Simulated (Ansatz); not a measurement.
Input file for C2H3FGe (`F[C]1=[CH][GeH2]1`):

```yaml
crystal:
  periodic: [false, false, false]
  atoms:
    - {symbol: F, position_ang: [-0.615421, -2.157431, 0.558927]}
    - {symbol: C, position_ang: [-0.191465, -0.946253, 0.243620]}
    - {symbol: C, position_ang: [0.983496, -0.362683, 0.139894]}
    - {symbol: Ge, position_ang: [-0.464185, 0.855934, -0.270406]}
    - {symbol: H, position_ang: [2.034383, -0.590955, 0.255466]}
    - {symbol: H, position_ang: [-0.904218, 1.910526, 0.751318]}
    - {symbol: H, position_ang: [-0.781291, 1.222963, -1.724519]}
basis:
  gaussian: {orbitals: def2-TZVPP}
correlation: {method: ccsd_t}
output: {orbitals: {seedname: orbitals}}
```

```sh
$ ansatz run in.yaml --threads 2 --pin off --events-out ev --progress --plain --max-ram 4352MiB
```

Log, shortened:

```
Functional definition: HF
1150 factors; integrals over basis functions are off by at most 1.2e-3 eV
mean field evaluation 1: about -61284.0254 eV, gradient 3.1e1 eV
mean field evaluation 2: about -61284.2270 eV, gradient 3.1e1 eV
mean field evaluation 4: about -61286.7801 eV, gradient 3.7e0 eV
mean field evaluation 8: about -61286.8350 eV, gradient 3.3e-1 eV
mean field evaluation 16: about -61286.8357 eV, gradient 1.6e-6 eV
mean field -61286.83571532 eV, -2252.2496708286 hartree, gradient 1.6e-6 eV, S^2 0.000000; 0 other end points of the search recorded, 0 dependent functions left out
12 core orbitals not correlated: weight in the atoms' cores, before any rotation towards them, 1.000 or more for the frozen orbitals, at most 0.000 for the correlated occupied ones
reference -61286.83571532 eV, -2252.2496708286 hartree; 16, 16 occupied and 155, 155 virtual orbitals, 1150 factors
second order -22.13988452 eV of doubles, -0.00000000 eV of singles
cycle   1  -21.76266699 eV  change    3.8e-1 eV  update   1.1e-1
cycle   2  -22.40490492 eV  change   -6.4e-1 eV  update   3.6e-2
cycle   3  -22.53217073 eV  change   -1.3e-1 eV  update   1.8e-2
cycle   4  -22.51832830 eV  change    1.4e-2 eV  update   5.1e-3
cycle   5  -22.51635691 eV  change    2.0e-3 eV  update   2.4e-3
cycle   6  -22.51771443 eV  change   -1.4e-3 eV  update   6.7e-4
cycle   7  -22.51750018 eV  change    2.1e-4 eV  update   2.9e-4
cycle   8  -22.51734273 eV  change    1.6e-4 eV  update   9.7e-5
cycle   9  -22.51736553 eV  change   -2.3e-5 eV  update   4.5e-5
cycle  10  -22.51737631 eV  change   -1.1e-5 eV  update   1.5e-5
perturbative correction -0.97025136 eV, -0.0356560797 hartree
Total energy: -61310.32334299 eV, -2253.1128252250 hartree
```

Run time 21 s (2 threads of an Intel Xeon Platinum 8488C on a shared host); peak host memory 1.3 GiB.

The correlation energy is -23.488 eV, 4.1 % of it from (T); the T1 diagnostic reads 0.0135.
